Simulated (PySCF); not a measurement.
CH₃Cl₂GaO, SMILES C[O][Ga]([Cl])[Cl].

The structure is a stationary point at PBE-D3(BJ)/def2-SVP. The structure was generated by enumeration; whether it is a known compound was not checked. One conformer was computed; it need not be the lowest.

Level of theory: PBE/def2-TZVP (PySCF).

Symmetry labels are those of the subgroup Cs that the program uses (full group Cs).

Computed valence orbital energies around the gap with their symmetry:
| orbital | symmetry | energy (eV) |
|---|---|---|
| HOMO−7 | A' | -10.68 |
| HOMO−6 | A' | -9.43 |
| HOMO−5 | A" | -8.53 |
| HOMO−4 | A' | -8.23 |
| HOMO−3 | A" | -8.09 |
| HOMO−2 | A' | -7.92 |
| HOMO−1 | A' | -7.47 |
| HOMO | A" | -6.97 |
| LUMO | A' | -2.69 |
| LUMO+1 | A" | -1.78 |
| LUMO+2 | A' | 0.55 |
| LUMO+3 | A' | 0.77 |
